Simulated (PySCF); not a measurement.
PySCF job for C5H10Si, SMILES C/C=C/[SiH2]C=C, PBE-D3(BJ)/def2-SVP. Coordinates come from a PBE-D3(BJ)/def2-SVP optimisation. The structure was generated by enumeration; whether it is a known compound was not checked. Other conformers were not sampled.

```python
import numpy as np
from pyscf import gto, scf, dft, df
from pyscf.hessian import thermo

mol = gto.M(
    atom='''
    C     3.19568109   -0.51979394    0.44276372
    C     1.98462754   -0.05754519    0.81412121
    Si    0.72117304    0.65253552   -0.38634818
    C    -0.87126953   -0.33657875   -0.38010511
    C    -2.07413239    0.17509236   -0.03207671
    C    -3.37302892   -0.57184688    0.00243158
    H     3.52681732   -0.49605170   -0.61063122
    H     3.91409600   -0.94132874    1.16788297
    H     1.71129185   -0.11212478    1.88542476
    H     0.37135467    2.07056399   -0.00651661
    H     1.36192043    0.64843787   -1.75261630
    H    -0.82848564   -1.40664998   -0.66409164
    H    -2.13178158    1.24326804    0.25668708
    H    -3.82166505   -0.54417341    1.01931976
    H    -3.25085536   -1.63172553   -0.29621697
    H    -4.12038187   -0.10167853   -0.67317542
    ''',
    basis='def2-SVP',
    charge=0,
    spin=0,
    max_memory=1600,
    verbose=3,
)
mf = dft.RKS(mol, xc='pbe').density_fit(auxbasis='def2-universal-jkfit')
mf.disp = 'd3bj'
mf.grids.level = 3
mf.conv_tol = 1e-11
mf.max_cycle = 100
mf.kernel()

# analytic Hessian; the response equations are solved on a coarser grid
h, args, fine = mf.Hessian(), (mf.mo_energy, mf.mo_coeff, mf.mo_occ), mf.grids
h.max_memory = max(150, 2.5e-5 * df.make_auxmol(mol, mf.with_df.auxbasis).nao * mol.nelec[0] * (mol.nelec[0] + mol.nao))  # MB; small integral blocks
h1ao = h.make_h1(mf.mo_coeff, mf.mo_occ)
mf.grids = dft.Grids(mol).set(level=1).build(with_non0tab=True)
mo1, mo_e1 = h.solve_mo1(*args, h1ao)
mf.grids = fine
hess = h.hess_elec(*args, mo1, mo_e1, h1ao) + h.hess_nuc()
if mf.do_disp():
    hess += h.get_dispersion()
for i in range(mol.natm):  # the analytic DFT Hessian lacks the response of the grid: restore translational invariance
    hess[i, i] -= hess[i].sum(axis=0)
hess = (hess + hess.transpose(1, 0, 3, 2)) / 2
vib = thermo.harmonic_analysis(mol, hess, imaginary_freq=False)
thermo.dump_normal_mode(mol, vib)
th = thermo.thermo(mf, vib['freq_au'][vib['freq_au'] > 0], 298.15, 101325)
thermo.dump_thermo(mol, th)
g0 = mf.nuc_grad_method().set(verbose=0).kernel()

# dipole derivatives [dipole axis, atom, xyz] from the same response
r, irp = mol.intor('int1e_r'), mol.intor('int1e_irp').reshape(3, 3, mol.nao, mol.nao)
sl, dm0, ok = mol.aoslice_by_atom(), np.array(mf.make_rdm1()), []
dmu = np.einsum('a,xt->xat', mol.atom_charges(), np.eye(3))
for a, (_, _, p0, p1) in enumerate(sl):
    dmu[:, a] += 2 * np.einsum('xtij,ij->xt', irp[:, :, :, p0:p1], dm0.reshape(-1, mol.nao, mol.nao).sum(0)[:, p0:p1])
    for u, c, occ, f in [(mo1, mf.mo_coeff, mf.mo_occ, 4)]:
        dmu[:, a] -= f * np.einsum('tui,xuv,vi->xt', u[a], r, c[:, occ > 0], optimize=True)
L = vib['norm_mode']
ir = 974.8801 * (np.einsum('xat,kat->kx', dmu, L) ** 2).sum(1)       # km/mol
apt = np.einsum('xax->a', dmu) / 3
print('mode   freq/cm-1   IR/(km/mol)')
for k, w in enumerate(vib['freq_wavenumber']):
    print(f'{k + 1:4d} {w:11.2f} {ir[k]:13.3f}')
print('max |gradient| / (hartree/bohr):', abs(g0).max())
print('APT charges:', apt.round(4))
```

It prints:

```
converged SCF energy = -485.347727107536

WARN: DFTD3 does not support analytical Hessian, using finite difference


WARN: Mole.unit (angstrom) is changed to Bohr

Mode                                 0                   1                   2
Irrep
Freq [cm^-1]                       55.3097             65.3669            129.0673
Reduced mass [au]                   2.9323              2.3005              1.6337
Force const [Dyne/A]                0.0053              0.0058              0.0160
Char temp [K]                      79.5783             94.0483            185.6991
Normal mode                   x     y     z       x     y     z       x     y     z
       0   C                -0.08 -0.08  0.07    0.06  0.12  0.06    0.00 -0.01 -0.02
       1   C                -0.06  0.02  0.01   -0.04 -0.08 -0.00    0.06  0.10  0.02
       2  Si                 0.01  0.05 -0.05    0.00 -0.05 -0.03   -0.01 -0.04  0.01
       3   C                 0.02  0.04 -0.10   -0.03 -0.01 -0.08   -0.01 -0.04 -0.00
       4   C                 0.03 -0.02  0.04    0.01  0.00  0.04    0.01 -0.03  0.08
       5   C                 0.05 -0.05  0.07   -0.02  0.05  0.04   -0.03  0.04 -0.07
       6   H                -0.04 -0.15  0.08    0.16  0.29  0.09   -0.10 -0.20 -0.06
       7   H                -0.14 -0.11  0.11    0.05  0.13  0.08    0.06  0.09 -0.02
       8   H                -0.10  0.08  0.00   -0.13 -0.23 -0.04    0.16  0.30  0.06
       9   H                 0.01  0.05 -0.05    0.01 -0.06  0.01   -0.04 -0.03 -0.05
      10   H                 0.06  0.04 -0.03    0.04 -0.01 -0.01   -0.03 -0.09 -0.00
      11   H                 0.02  0.07 -0.20   -0.08  0.02 -0.20   -0.06  0.01 -0.17
      12   H                 0.03 -0.05  0.15    0.07 -0.03  0.16    0.07 -0.07  0.24
      13   H                 0.15 -0.18  0.11    0.06 -0.06  0.07    0.00 -0.20 -0.05
      14   H                 0.05 -0.02 -0.06   -0.08  0.08 -0.11   -0.12  0.11 -0.36
[...]
       4   C                 0.00 -0.00 -0.00   -0.00  0.01 -0.02   -0.01 -0.01  0.00
       5   C                -0.00  0.00  0.00   -0.01  0.01 -0.05   -0.00 -0.05 -0.01
       6   H                 0.55 -0.26  0.15    0.00 -0.00  0.00    0.00 -0.00  0.00
       7   H                 0.45 -0.12 -0.47    0.00 -0.00 -0.00    0.00 -0.00 -0.00
       8   H                 0.08 -0.04  0.05   -0.00 -0.00 -0.00    0.00  0.00  0.00
       9   H                 0.00 -0.00 -0.00    0.00 -0.00  0.00    0.01  0.00 -0.00
      10   H                -0.02  0.01  0.01   -0.00 -0.00 -0.00   -0.00 -0.00 -0.00
      11   H                 0.00  0.00 -0.00    0.00 -0.00  0.01   -0.06 -0.02  0.01
      12   H                -0.00 -0.00 -0.00    0.01 -0.01  0.05   -0.01 -0.01  0.00
      13   H                 0.00 -0.00  0.00   -0.09 -0.47 -0.06   -0.36  0.44 -0.17
      14   H                -0.00  0.00 -0.00    0.11 -0.17  0.67    0.48  0.04 -0.07
      15   H                 0.00 -0.00 -0.00    0.11  0.44  0.14   -0.24  0.28  0.46
Mode                                30                  31                  32
Irrep
Freq [cm^-1]                     1619.3219           1648.4564           2135.6703
Reduced mass [au]                   4.8943              6.6211              1.0294
Force const [Dyne/A]                7.5616             10.6007              2.7662
Char temp [K]                    2329.8436           2371.7618           3072.7540
Normal mode                   x     y     z       x     y     z       x     y     z
       0   C                -0.17  0.07  0.05   -0.01  0.00  0.00   -0.00 -0.00  0.00
       1   C                 0.17 -0.07 -0.03    0.01 -0.00 -0.00   -0.00  0.00  0.00
       2  Si                -0.01  0.00 -0.00    0.00  0.00 -0.00   -0.00 -0.02  0.02
       3   C                 0.01 -0.00 -0.00   -0.17  0.04  0.04    0.00 -0.00  0.00
       4   C                -0.01  0.00  0.00    0.20 -0.04 -0.05    0.00 -0.00 -0.00
       5   C                 0.00  0.00 -0.00   -0.03 -0.01  0.00   -0.00  0.00  0.00
       6   H                 0.16 -0.10  0.17    0.01 -0.00  0.01    0.00 -0.00  0.00
       7   H                 0.05  0.02 -0.22    0.00 -0.00 -0.02    0.00  0.00 -0.00
       8   H                -0.05  0.04 -0.10   -0.01  0.00 -0.01    0.01 -0.00  0.00
       9   H                -0.01  0.00 -0.02   -0.02 -0.00 -0.00   -0.16  0.65  0.18
      10   H                 0.02 -0.01  0.01    0.01  0.01  0.01    0.30 -0.01 -0.64
      11   H                -0.00 -0.01  0.00    0.08  0.09  0.01   -0.01 -0.00  0.00
      12   H                 0.01  0.01 -0.00   -0.17 -0.09  0.01   -0.00 -0.00  0.00
      13   H                 0.01 -0.00  0.00   -0.07  0.01 -0.02   -0.00 -0.00 -0.00
      14   H                -0.01 -0.00  0.00    0.09  0.01 -0.01    0.00  0.00  0.00
      15   H                 0.01 -0.00 -0.00   -0.06 -0.00  0.04   -0.00 -0.00  0.00
Mode                                33                  34                  35
Irrep
Freq [cm^-1]                     2141.9373           2955.0848           3023.5671
Reduced mass [au]                   1.0510              1.0380              1.0998
Force const [Dyne/A]                2.8410              5.3407              5.9239
Char temp [K]                    3081.7709           4251.7091           4350.2399
Normal mode                   x     y     z       x     y     z       x     y     z
       0   C                -0.00 -0.00  0.00    0.00 -0.00  0.00   -0.00  0.00  0.00
       1   C                 0.00 -0.00 -0.00    0.00  0.00  0.00   -0.00 -0.00  0.00
       2  Si                 0.02 -0.02 -0.03   -0.00 -0.00 -0.00   -0.00 -0.00  0.00
       3   C                 0.00 -0.00 -0.00   -0.00 -0.00 -0.00   -0.00  0.00 -0.00
       4   C                -0.00  0.00  0.00   -0.00  0.00  0.00   -0.00  0.00 -0.00
       5   C                -0.00  0.00  0.00    0.05  0.01 -0.01   -0.01  0.02 -0.08
       6   H                -0.01  0.00 -0.00   -0.00  0.00  0.00    0.00  0.00 -0.00
       7   H                -0.00  0.00  0.00   -0.00  0.00 -0.00    0.00 -0.00  0.00
       8   H                 0.00  0.00 -0.01    0.00  0.00 -0.00    0.00  0.00 -0.00
       9   H                -0.16  0.66  0.17    0.00  0.00  0.00    0.00 -0.00  0.00
      10   H                -0.29 -0.01  0.62    0.00  0.00 -0.00    0.00 -0.00 -0.00
      11   H                -0.00 -0.01 -0.00    0.00  0.01  0.00   -0.00  0.00 -0.00
      12   H                -0.01 -0.00 -0.00    0.00 -0.02 -0.01    0.00 -0.00  0.00
      13   H                -0.00 -0.00  0.00   -0.24  0.02  0.57   -0.28  0.03  0.61
      14   H                 0.00  0.00 -0.00    0.06 -0.43 -0.12   -0.00  0.01 -0.01
      15   H                 0.00  0.00 -0.00   -0.40  0.26 -0.38    0.46 -0.29  0.40
Mode                                36                  37                  38
Irrep
Freq [cm^-1]                     3040.1998           3043.4009           3047.7932
Reduced mass [au]                   1.0905              1.0586              1.0870
Force const [Dyne/A]                5.9388              5.7767              5.9491
Char temp [K]                    4374.1706           4378.7763           4385.0959
Normal mode                   x     y     z       x     y     z       x     y     z
       0   C                 0.00 -0.00 -0.00    0.06 -0.02 -0.01   -0.00  0.00  0.00
       1   C                 0.00 -0.00 -0.00    0.00  0.00 -0.03    0.00  0.00 -0.00
       2  Si                 0.00  0.00 -0.00    0.00 -0.00 -0.00    0.00 -0.00 -0.00
       3   C                 0.01 -0.03 -0.01   -0.00  0.00  0.00    0.00 -0.07 -0.02
       4   C                -0.01  0.07  0.02    0.00 -0.00 -0.00   -0.00 -0.03 -0.01
       5   C                 0.01 -0.02 -0.01   -0.00  0.00 -0.00   -0.01  0.01  0.00
       6   H                -0.00 -0.00  0.00   -0.17 -0.02  0.59    0.00 -0.00 -0.01
       7   H                -0.00  0.00 -0.00   -0.43  0.25 -0.45    0.00 -0.00  0.00
       8   H                -0.00 -0.00  0.01   -0.08 -0.02  0.32   -0.01 -0.00  0.02
       9   H                -0.00 -0.00 -0.00   -0.00  0.00  0.00    0.00  0.00  0.00
      10   H                -0.00 -0.00  0.00    0.00 -0.00  0.00   -0.00 -0.00  0.00
      11   H                -0.02  0.37  0.10    0.00 -0.00 -0.00   -0.03  0.84  0.22
      12   H                 0.04 -0.81 -0.22   -0.00  0.01  0.00   -0.02  0.35  0.09
      13   H                -0.02 -0.00  0.06    0.00  0.00 -0.00    0.02  0.00 -0.05
      14   H                -0.03  0.22  0.06    0.00 -0.00 -0.00    0.02 -0.13 -0.04
      15   H                -0.04  0.03 -0.04    0.00 -0.00  0.00    0.03 -0.02  0.03
Mode                                39                  40                  41
Irrep
Freq [cm^-1]                     3060.8726           3070.3375           3136.1511
Reduced mass [au]                   1.0908              1.1025              1.1166
Force const [Dyne/A]                6.0213              6.1236              6.4704
Char temp [K]                    4403.9141           4417.5320           4512.2232
Normal mode                   x     y     z       x     y     z       x     y     z
       0   C                -0.02  0.01  0.02    0.00 -0.00 -0.00    0.02 -0.02  0.09
       1   C                 0.02  0.00 -0.07   -0.00  0.00  0.00   -0.00 -0.00  0.01
       2  Si                 0.00 -0.00  0.00    0.00 -0.00 -0.00   -0.00  0.00 -0.00
       3   C                -0.00  0.00  0.00   -0.00 -0.00 -0.00    0.00 -0.00 -0.00
       4   C                 0.00 -0.00 -0.00    0.00 -0.02 -0.01    0.00  0.00  0.00
       5   C                 0.00 -0.00 -0.00    0.03 -0.07 -0.02   -0.00 -0.00  0.00
       6   H                 0.09  0.01 -0.30   -0.00 -0.00  0.00    0.20  0.01 -0.63
       7   H                 0.10 -0.06  0.11   -0.00  0.00 -0.00   -0.43  0.25 -0.43
       8   H                -0.22 -0.04  0.86    0.00 -0.00 -0.00    0.03  0.01 -0.11
       9   H                -0.00  0.00 -0.00    0.00  0.00  0.00    0.00 -0.00 -0.00
      10   H                -0.00  0.00  0.00   -0.00  0.00  0.00   -0.00  0.00 -0.00
      11   H                 0.00 -0.03 -0.01   -0.00  0.04  0.01   -0.00  0.00  0.00
      12   H                -0.00  0.00 -0.00   -0.01  0.28  0.07   -0.00  0.00  0.00
      13   H                -0.00 -0.00  0.00   -0.11 -0.00  0.27    0.00 -0.00 -0.00
      14   H                -0.00  0.00  0.00   -0.09  0.77  0.22   -0.00  0.00  0.00
      15   H                -0.00  0.00 -0.00   -0.19  0.12 -0.19    0.00  0.00  0.00
temperature 298.1500 [K]
pressure 101325.00 [Pa]
Rotational constants [GHz] 8.93996 1.04763 0.99775
Symmetry number 1
Zero-point energy (ZPE) 0.12583 [Eh]   330368.787 [J/mol]
                           tot       elec      trans        rot        vib
Entropy [J/mol/K]       383.893      0.000    165.956    116.872    101.065
Cv [J/mol/K]            130.087      0.000     12.472     12.472    105.144
Cp [J/mol/K]            138.402      0.000     20.786     12.472    105.144
Internal energy [J/mol]                      3718.434   3718.434 346223.872
Internal energy [Eh]   -485.21302  -485.34773
Enthalpy [J/mol]                             6197.391   3718.434 346223.872
Enthalpy [Eh]          -485.21208
Gibbs free energy [J/mol]                  -43282.415 -31126.821 316091.198
Gibbs free energy [Eh] -485.25568
mode   freq/cm-1   IR/(km/mol)
   1       55.31         0.257
   2       65.37         0.067
   3      129.07         0.008
   4      194.50         0.873
   5      196.74         1.663
   6      250.43         2.406
   7      272.65         0.240
   8      380.99         0.985
   9      488.79        12.713
  10      563.10        32.748
  11      641.82        14.725
  12      713.51        11.894
  13      739.47        37.215
  14      775.15         8.237
  15      825.80       289.633
  16      895.91        72.073
  17      927.86         8.480
  18      940.93        31.633
  19      977.96        17.219
  20      979.63        13.077
  21     1006.27         7.779
  22     1015.37         2.021
  23     1068.34         4.681
  24     1196.44         2.789
  25     1228.48         0.116
  26     1280.28         2.601
  27     1333.75         1.427
  28     1369.69        11.240
  29     1396.90         8.140
  30     1400.04        19.304
  31     1619.32         8.448
  32     1648.46        56.810
  33     2135.67        93.922
  34     2141.94       115.294
  35     2955.08        21.088
  36     3023.57         8.939
  37     3040.20         1.798
  38     3043.40        16.548
  39     3047.79        12.425
  40     3060.87         5.269
  41     3070.34        18.986
  42     3136.15        10.137
max |gradient| / (hartree/bohr): 2.52497822414223e-05
APT charges: [-2.800e-02 -3.538e-01  1.198e+00 -4.356e-01  1.572e-01 -2.050e-02
  2.580e-02  2.160e-02  8.800e-03 -2.719e-01 -2.787e-01  1.100e-03
 -2.500e-03 -1.040e-02 -2.200e-03 -9.000e-03]
```

Self-consistency was reached.

Cost: around 4 core-minutes (rough).
